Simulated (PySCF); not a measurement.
C4H8Ge, SMILES C=[CH][GeH2][CH]=C.

Geometry: r2SCAN-D4/def2-SVP. One conformer was computed; it need not be the lowest.

Level of theory: ωB97X/def2-TZVP in PySCF.

Symmetry labels are those of the subgroup C2 that the program uses (full group C2).

Computed valence orbital energies around the gap with their symmetry:
```json
[
 {"orbital": "HOMO−7", "symmetry": "A", "energy (eV)": "-15.03"},
 {"orbital": "HOMO−6", "symmetry": "B", "energy (eV)": "-13.97"},
 {"orbital": "HOMO−5", "symmetry": "A", "energy (eV)": "-13.77"},
 {"orbital": "HOMO−4", "symmetry": "B", "energy (eV)": "-11.90"},
 {"orbital": "HOMO−3", "symmetry": "A", "energy (eV)": "-11.55"},
 {"orbital": "HOMO−2", "symmetry": "B", "energy (eV)": "-11.04"},
 {"orbital": "HOMO−1", "symmetry": "A", "energy (eV)": "-10.23"},
 {"orbital": "HOMO", "symmetry": "B", "energy (eV)": "-10.07"},
 {"orbital": "LUMO", "symmetry": "A", "energy (eV)": "1.62"},
 {"orbital": "LUMO+1", "symmetry": "B", "energy (eV)": "2.14"},
 {"orbital": "LUMO+2", "symmetry": "A", "energy (eV)": "3.52"},
 {"orbital": "LUMO+3", "symmetry": "B", "energy (eV)": "3.60"}
]
```
